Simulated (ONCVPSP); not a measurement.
**Tm: variants of one ONCV potential**

Base potential:

| Property | Result |
| --- | --- |
| Element | Tm |
| Generator | ONCVPSP 4.0.1 |
| Type | optimised norm-conserving Vanderbilt (ONCV) |
| Functional | revPBE |
| Relativity | scalar-relativistic |
| Frozen core | [Kr] |
| Valence charge | 33 |
| Reference configuration | 4d10 4f13 5s2 5p6 6s2 |
| Partial waves | 5s+6s: rc 1.90 bohr, ncon 4, nbas 8, qcut 5.7 1/bohr, 2 projectors; 5p: rc 1.70 bohr, ncon 4, nbas 7, qcut 8.2 1/bohr, 2 projectors, debl 0.6 Ha; 4d: rc 0.90 bohr, ncon 4, nbas 9, qcut 15.3 1/bohr, 2 projectors, debl 1.4 Ha; 4f: rc 0.80 bohr, ncon 5, nbas 10, qcut 22.9 1/bohr, 2 projectors, debl 1 Ha |
| Local potential | polynomial inside 0.70 bohr (lpopt 5, dvloc0 0 Ha) |
| Core correction | none |

In the p channel the program set the typed energies aside and used -0.988, 0.250 Ha. In the d channel the program set the typed energies aside and used -6.306, 0.250 Ha.

Cutoffs, loose and tight: the cutoffs (Ha) at which the residual kinetic energy of the hardest occupied pseudo-wave falls to 1 and 0.1 mHa per electron. They do not see the model core or the augmentation charge, which bear on the density cutoff. Test errors are all-electron minus pseudo excitation energies from the reference, over the configurations 4d10 4f13 5s2 5p6 6s1; 4d10 4f13 5s2 5p6 6s0; 4d10 4f12 5s2 5p6 6s0; 4d10 4f12 5s2 5p6 6s2. A dash means not determined; rows that change the core or the reference have their own tests.

A true bound ghost makes a file unfit for plane-wave use even where its test errors are small: the radial tests pick states by their node count and pass the ghost by.

| change | outcome | cutoff, loose | cutoff, tight | bound ghosts | GHOST(+) flags above zero | largest test error (meV) |
| --- | --- | --- | --- | --- | --- | --- |
| base | generated, projector energies reset by the program | 219 Ha | 991 Ha | s, p | none | tests left out (the all-electron energies of this program are off by 10 to 40 meV for near-neutral 4f atoms) |
| s: rc 2.56 | generated, projector energies reset by the program | 219 Ha | 991 Ha | s, p | none | tests left out (the all-electron energies of this program are off by 10 to 40 meV for near-neutral 4f atoms) |

(1) What comes out with this change to the base: d: qcut 10.4?

(2) What comes out with this change to the base: s: qcut 6.2; p: qcut 8.9; d: qcut 16.5; f: qcut 24.8?

## Answers

(1) outcome: generated, projector energies reset by the program; cutoff, loose: 395 Ha; cutoff, tight: 991 Ha; bound ghosts: s, p; GHOST(+) flags above zero: d; largest test error (meV): tests left out (the all-electron energies of this program are off by 10 to 40 meV for near-neutral 4f atoms).

(2) outcome: generated, projector energies reset by the program; cutoff, loose: 240 Ha; cutoff, tight: 991 Ha; bound ghosts: s, p; GHOST(+) flags above zero: none; largest test error (meV): tests left out (the all-electron energies of this program are off by 10 to 40 meV for near-neutral 4f atoms).
